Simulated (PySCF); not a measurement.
Geometry:
```tsv
atom	x (Å)	y (Å)	z (Å)
C1	3.490	-0.169	0.016
O2	2.217	-0.547	-0.435
Si3	0.778	-0.039	0.187
F4	0.639	1.571	-0.043
C5	-0.577	-0.889	-0.756
C6	-2.004	-0.644	-0.252
Si7	-2.650	1.139	-0.285
H8	3.722	0.874	-0.259
H9	4.240	-0.823	-0.453
H10	3.589	-0.267	1.112
H11	0.745	-0.236	1.664
H12	-0.470	-0.561	-1.806
H13	-0.342	-1.968	-0.757
H14	-2.717	-1.233	-0.855
H15	-2.122	-1.016	0.782
H16	-4.129	1.103	-0.058
H17	-2.384	1.765	-1.616
H18	-2.033	1.978	0.784
```

Geometry: PBE0-D3(BJ)/def2-SVP; GIAO shifts from PySCF 2.14, gas phase, non-relativistic, averaged over equivalent atoms.

At PBE0/pcSseg-1 (188 basis functions, 49 s wall time on 1 thread of an Arm Neoverse N1, shared host):
```json
{"atoms": "C1", "δ (ppm)": "53.2"}
{"atoms": "C5", "δ (ppm)": "11.2"}
{"atoms": "C6", "δ (ppm)": "-0.1"}
{"atoms": "O2", "δ (ppm)": "43.4"}
{"atoms": "Si3", "δ (ppm)": "-0.4"}
{"atoms": "Si7", "δ (ppm)": "-62.4"}
{"atoms": "F4", "δ (ppm)": "-155.3"}
{"atoms": "H11", "δ (ppm)": "4.79"}
{"atoms": "H16/H17/H18", "δ (ppm)": "3.87"}
{"atoms": "H8/H9/H10", "δ (ppm)": "3.76"}
{"atoms": "H14", "δ (ppm)": "0.96"}
{"atoms": "H13", "δ (ppm)": "0.87"}
{"atoms": "H12", "δ (ppm)": "0.80"}
{"atoms": "H15", "δ (ppm)": "0.59"}
```

Referencing at the same level of theory: TMS for $^{13}$C (σref 184.41) and $^{29}$Si (σref 351.99) and $^{1}$H (σref 31.27); $^{17}$O (σref 334.56) vs H2O; CFCl3 for $^{19}$F (σref 177.25).

What do these become at KT2/pcSseg-1?

Answers


| atoms | δ at KT2/pcSseg-1 | change |
| --- | --- | --- |
| C1 | 54.4 | +1.2 |
| C5 | 13.6 | +2.4 |
| C6 | 1.6 | +1.7 |
| O2 | 55.7 | +12.3 |
| Si3 | 1.3 | +1.7 |
| Si7 | -65.4 | -3.0 |
| F4 | -176.0 | -20.7 |
| H11 | 5.05 | +0.26 |
| H16/H17/H18 | 3.89 | +0.02 |
| H8/H9/H10 | 3.86 | +0.10 |
| H14 | 1.06 | +0.10 |
| H13 | 1.00 | +0.13 |
| H12 | 0.86 | +0.06 |
| H15 | 0.72 | +0.13 |

Referencing at the same level of theory: TMS for $^{13}$C (σref 183.22), $^{29}$Si (σref 361.05), $^{1}$H (σref 31.18); H2O for $^{17}$O (σref 330.66); $^{19}$F (σref 138.57) against CFCl3.

The largest change is at F4 (fluorine bonded to Si). Cost: 188 basis functions, 63 s wall time on 1 thread of an Arm Neoverse N1, shared host. The order of the carbon signals is the same at both levels.

Unscaled 19F shifts against computed CFCl3 carry errors that often reach 10 to 50 ppm. Experimental scales use liquid or dissolved standards, which lie at an offset from isolated H2O (liquid H2O: subtract about 36 ppm).
